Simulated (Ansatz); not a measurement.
`F[SiH2][AlH][Cl]` + H–F → `F[SiH2]F` + `[AlH2][Cl]` at 600 K and 1 bar (cleavage of the Si–Al bond).

Gas-phase electronic energies from Ansatz, PBE0-D4/def2-TZVP geometries. CBS: MP2 limit from def2 TZ/QZ plus the TZ coupled-cluster correction, frozen cores. This one scheme is used for every species. One conformer a species, not always the lowest.

| species | CCSD(T)/CBS energy (Eh) | H − E (kJ/mol) | S (J/(mol·K)) |
| --- | --- | --- | --- |
| `F[SiH2][AlH][Cl]` | -1092.58214 | 127.6 | 429.6 |
| H–F | -100.39570 | 42.3 | 194.0 |
| `F[SiH2]F` | -489.99391 | 92.8 | 309.1 |
| `[AlH2][Cl]` | -703.04476 | 67.3 | 293.7 |

H − E and S are ideal-gas, rigid-rotor, harmonic terms from PBE0-D4/def2-TZVP, for one conformer and one mirror image of each species. 1 Eh = 2625.50 kJ/mol, R = 8.31446 J/(mol·K).

**Question.** By hand: ΔE, ΔH, ΔS and ΔG.

**Answer.** ΔE = (-489.99391) + (-703.04476) − (-1092.58214) − (-100.39570) = -0.06083 Eh = -159.7 kJ/mol. Δ(H − E) = 92.8 + 67.3 − 127.6 − 42.3 = -9.8, so ΔH = -169.5 kJ/mol. ΔS = 309.1 + 293.7 − 429.6 − 194.0 = -20.8 J/(mol·K). ΔG = -169.5 − 600 × (-20.8)/1000 = -157.0 kJ/mol.

**Question.** By hand: the equilibrium constant, and the temperature at which ΔG would vanish if ΔH and ΔS stayed fixed.

**Answer.** log₁₀ K = −ΔG/(RT ln 10) = 13.7. ΔG = 0 at ΔH/ΔS = 8149 K, far beyond where these terms or the molecules hold.

ΔH outweighs TΔS. A doubt of 5 kJ/mol in ΔE shifts log₁₀ K by 0.4 here. Other conformers and mirror images would add mixing entropy, several J/(mol·K) or more a flexible species. Modes under 60 cm⁻¹, often nearly free rotors, make the harmonic entropy too high. These are equilibria of isolated gas molecules and say nothing of rates. Largest T1 diagnostic: 0.012 (customary marks: 0.02 for closed shells, 0.045 for open ones).
